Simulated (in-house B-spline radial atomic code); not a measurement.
# RPA and G0W0 on LDA exchange-only: Sc14+

Configuration [He] 2s2 2p3, highest spin, mean-field start LDA exchange-only. Computed with an all-electron radial atomic-structure program (B-spline basis): all electrons, scalar-relativistic (spin-free one-electron X2C), finite nucleus, each spin shell either full or empty, empty states to l = 9 with an (l + 1/2)⁻⁴ tail; G0W0 by contour deformation at full frequency.

Command:
```bash
python run_gw.py task.json out
```
Settings (radii: box in bohr, nucleus in fm):
```
Z                        21
electrons                7
configuration            [He] 2s2 2p3
hamiltonian              x2c
method                   lda,
lmax                     9
rms_radius               3.5459
spin_polarised           True
box_radius               5.25
intervals                65
```

Cost of the run: 1 s on 1 thread of Arm Neoverse V2, with other jobs on the host.

Energies (hartree):

```tsv
term	value
mean-field total	-631.13970
Hartree-Fock functional on these orbitals	-633.54128
direct second order	-0.47398
second-order exchange	0.2455
SOSEX correction	0.22159
```

(1) What is the RPA correlation energy, and what remains with SOSEX?

Quasi-particle levels (eV):

```
  level  occupied  mean field  Σx - vxc     Σc  QP weight      G0W0
  2p up       yes     -888.42    -44.15      ?          ?         ?
2s down       yes     -930.66    -31.74  -4.48      0.982   -966.89
1s down       yes    -4956.98   -155.47  15.69      0.975  -5096.76
2p down        no     -861.05     33.83  -4.04      0.989   -831.25
```

G0W0 = mean field + (Σx - vxc) + Σc, with Σc (partial-wave tail included) taken at the quasi-particle energy. Levels of low weight are left out.

(2) Where does G0W0 put 2p up?

Answers

(1) RPA gives -0.4327 hartree (-1.68 eV per electron); RPA + SOSEX gives -0.21111, and the second-order doubles -0.22848 hartree (no singles). SOSEX takes back 51 % of the RPA value.

(2) At -930.07 eV, with Σc = 2.50 eV and a quasi-particle weight of 0.979. The tabulated removal energy is 926.5 ± 0.7 eV (NIST, semi-empirical); the calculation leaves out spin-orbit coupling, Breit and QED terms, and what these don't explain is the method's own error.
